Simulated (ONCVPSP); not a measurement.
# Configuration tests for palladium (Pd) (ONCV)

Pd (Z = 46), optimised norm-conserving Vanderbilt (ONCV), made with ONCVPSP 4.0.1 (PBE, scalar-relativistic). Core [Ar] 3d10, reference 4s2 4p6 4d9 (charge +1). Waves: 4s: rc 1.60 bohr, ncon 3, nbas 6, qcut 9.2 1/bohr, 1 projector; 4p: rc 1.35 bohr, ncon 5, nbas 8, qcut 12 1/bohr, 2 projectors, debl 1.6 Ha; 4d: rc 1.95 bohr, ncon 4, nbas 8, qcut 6.5 1/bohr, 2 projectors, debl 0.7 Ha. Local part: polynomial inside 1.25 bohr (lpopt 5, dvloc0 -1 Ha). Core correction: Teter function, fcfact 3.5, rcfact 1.15.

In the p channel the program set the typed energies aside and used -2.296, 0.250 Ha.

Energies are relative to the spin-unpolarised reference configuration 4s2 4p6 4d9; without spin polarisation the order of configurations can differ from experiment.

| valence configuration | charge | ΔE all-electron (eV) | error AE − PS (meV) |
| --- | --- | --- | --- |
| 4s2 4p6 4d10 | 0 | -9.115 | +1.4 |
| 4s2 4p6 4d7 | +3 | 55.178 | +67 |

Q: What are ΔE and the potential's error for 4s2 4p6 4d8?

A: ΔE = 20.818 eV all-electron; the error (AE − PS) is +8.8 meV.

Q: What are ΔE and the potential's error for 4s2 4p6 4d9.5?

A: ΔE = -5.882 eV all-electron; the error (AE − PS) is +0.8 meV.

Levels in the configuration 4s2 4p6 4d9.5:

```tsv
level	all-electron (eV)	pseudo (eV)
4s	-90.636	-90.645
4p	-56.473	-56.475
4d	-9.008	-9.010
```
